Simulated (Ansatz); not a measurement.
Reaction (atomization): `FC(F)(F)C1=CC(C(F)(F)F)=[O+][Zn-]([Cl])[O]1` → 5 C• + Cl• + 6 F• + H• + 2 O• + Zn (atom)

Isolated molecules relaxed with PBE0-D4/def2-TZVP in Ansatz; ΔE leaves out vibrations. CCSD(T)/CBS adds triple-zeta CCSD(T) − MP2 to the extrapolated MP2 energy (def2 sets, frozen cores). This one scheme is used for every species, atoms too. Functionals use def2-TZVPP. HSE06 is defined as in plane-wave codes. No spin–orbit coupling; open shells (•) take unrestricted orbitals. Spin–orbit coupling would lower the free atoms: a little for C, Cl, F, O. For Zn outer-core shells are correlated without core-valence functions, so the limit isn't a true one: a few kJ/mol of doubt a bond, and 10 to 20 or more in all where bonds break to atoms. Scalar relativity is left out up to krypton.

`FC(F)(F)C1=CC(C(F)(F)F)=[O+][Zn-]([Cl])[O]1`:

Cartesian coordinates in Å:
```
F 3.421 -0.191 0.381
C 2.477 -0.859 -0.275
F 2.605 -0.593 -1.573
F 2.679 -2.161 -0.097
C 1.091 -0.470 0.268
C 0.160 0.084 -0.604
C -1.112 0.459 -0.185
C -2.085 1.064 -1.213
F -3.175 0.308 -1.298
F -1.546 1.154 -2.427
F -2.445 2.284 -0.827
O -1.607 0.372 0.967
Zn -0.660 -0.345 2.505
Cl -1.193 -0.624 4.521
O 0.958 -0.710 1.494
H 0.432 0.227 -1.637
```

```tsv
level	ΔE (kcal/mol)	difference from CCSD(T)/CBS
revPBE-D4	1678.4	21.7
PBE0-D4	1681.1	24.4
r2SCANh-D4	1661.2	4.5
CAM-B3LYP-D4	1667.5	10.8
PBE-QIDH	1659.7	3.0
PBE	1739.8	83.1
HSE06	1673.5	16.8
CCSD(T)/def2-SVP	1584.2	-72.5
MP2/def2-TZVPP	1697.5	40.8
CCSD(T)/def2-TZVPP	1605.1	-51.6
CCSD(T)/CBS	1656.7	0
```

Largest T1 diagnostic among the species: 0.017.

Leaving LDA and LC-ωPBE aside and taking each functional with its dispersion term where it has one, the values, not all of them listed here, spread over 201.1 kcal/mol, from BHLYP-D4 to PBE-D4. LDA lies +300.2 kcal/mol from PBE without D4, its usual overbinding. From BLYP to BHLYP (50 % exact exchange), in def2-TZVPP and without D4, ΔE moves by −102.1 kcal/mol: exact exchange takes away binding that semilocal exchange gives to molecules.

For atomizations the MP2-based limit and the directly extrapolated one differ by several kJ/mol either way, and by 10 to 25 for some Ge, Se and Sn compounds, so smaller differences from it don't rank the levels.
